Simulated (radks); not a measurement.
Neutral molybdenum inside a hard spherical wall (all orbitals vanish at R), configuration held at [Kr] 4d5 5s1 and not refilled when levels cross. Method: scalar-relativistic Kohn-Sham, PBE, spin-unpolarised, spherical densities, finite nucleus; Fermi nuclear charge, rms radius 4.4091 fm; computed with a radial shooting solver on a logarithmic mesh with Libxc functionals. Eigenvalues in eV, with the zero of energy where the potential of the charges vanishes at infinity; a dash marks a level that is unbound or too diffuse for the functional's potential to be trusted. A positive occupied level is held by the wall or, in an anion where self-interaction has pushed it up, behind a barrier. The pressure on the wall is -dE/dV.

| R (bohr) | E (hartree) | kinetic (hartree) | e(4s) | e(4p) | e(5s) | e(4d) | e(5p, empty) | e(6s, empty) | pressure (GPa) |
|---|---|---|---|---|---|---|---|---|---|
| free | -4048.56233 | 4174.274 | -64.345 | -38.486 | -4.087 | -3.753 | -1.043 | - | 0 |
| 20 | -4048.56233 | 4174.274 | -64.345 | -38.486 | -4.087 | -3.753 | -1.043 | - | < 0.0001 |
| 15 | -4048.56233 | 4174.274 | -64.344 | -38.485 | -4.086 | -3.753 | -1.031 | 0.386 | < 0.0001 |
| 10 | -4048.56154 | 4174.282 | -64.281 | -38.422 | -4.031 | -3.695 | -0.805 | 2.217 | 0.0194 |
| 7 | -4048.54437 | 4174.386 | -63.611 | -37.762 | -3.372 | -3.100 | 0.540 | 8.421 | 0.898 |
| 6 | -4048.51049 | 4174.553 | -62.747 | -36.918 | -2.410 | -2.340 | 2.115 | 14.290 | 3.63 |
| 5 | -4048.40568 | 4175.002 | -60.869 | -35.107 | 0.005 | -0.661 | 5.682 | 26.005 | 16.7 |
| 3.5 | -4047.55713 | 4178.126 | -52.958 | -27.585 | 14.660 | 7.292 | 24.961 | 78.731 | 267 |
| 3 | -4046.45870 | 4182.102 | -46.779 | -21.573 | 30.322 | 14.482 | 43.998 | 124.58 | 864 |
| 2.5 | -4043.61289 | 4192.304 | -35.406 | -9.880 | 64.670 | 29.059 | 83.326 | 211.93 | 3440 |
| 2 | -4034.88539 | 4221.449 | -10.156 | 17.692 | 149.05 | 63.178 | 174.47 | 399.53 | 17800 |
